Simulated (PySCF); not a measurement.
Computed with PBE-D3(BJ)/def2-TZVP // PBE-D3(BJ)/def2-SVP run with PySCF. All species are isolated molecules in the gas phase. One relaxed conformer stands for a flexible species; it need not be the lowest. 

Reference species: [Zn(F)(Cl)] (neutral, multiplicity 1).

```json
{
 "LUMO": "-2.85 eV",
 "mean_distance_from_the_central_atom_to_its_bonded_neighbours": "1.921 Å",
 "HOMO": "-7.96 eV"
}
```

Changed species: [Zn(F)(OH)] (Y = OH; the reference has Y = Cl).

Q: Predict the effect on the LUMO, mean distance from the central atom to its bonded neighbours and HOMO.

A: the LUMO increases by 0.36 eV, to -2.49 eV; the mean distance from the central atom to its bonded neighbours falls by 0.161 Å, to 1.760 Å; the HOMO rises by 0.84 eV, to -7.12 eV.
